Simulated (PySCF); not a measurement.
# Energy of Fe(2+) (iron, charge +2) between two integer charges

The 3d beta orbital of [Ar] 3d6 is emptied in steps (occupation f), with all orbitals relaxed, ending at [Ar] 3d5. All numbers are calculated (PySCF 2.14, the non-relativistic Hamiltonian (point nucleus), in aug-cc-pVDZ (7s6p4d2f, 59 functions)). The exact energy is a straight line in f; departures are measured from the line between the end points of the same method.

```
  f  r2SCAN0 (eV)
  1         0.000
0.8        -0.781
0.6        -1.172
0.4        -1.170
0.2        -0.776
  0         0.000
```

| method | E(f=0) − E(f=1) (eV) | −ε at f=1 (eV) | −ε at f=0.4 (eV) |
| --- | --- | --- | --- |
| r2SCAN0 | 30.858 | 25.985 | 31.850 |

Orbital energy along the path (eV):

```csv
f,r2SCAN0
1,-25.985
0.8,-27.925
0.6,-29.886
0.4,-31.850
0.2,-33.798
0,-35.646
```

Reference removal energy between the ground levels: 30.651 ± 0.012 eV (measured; NIST Atomic Spectra Database, ionization energies). The calculation has no spin-orbit coupling. The determinant left behind need not be the lowest term of the ion.
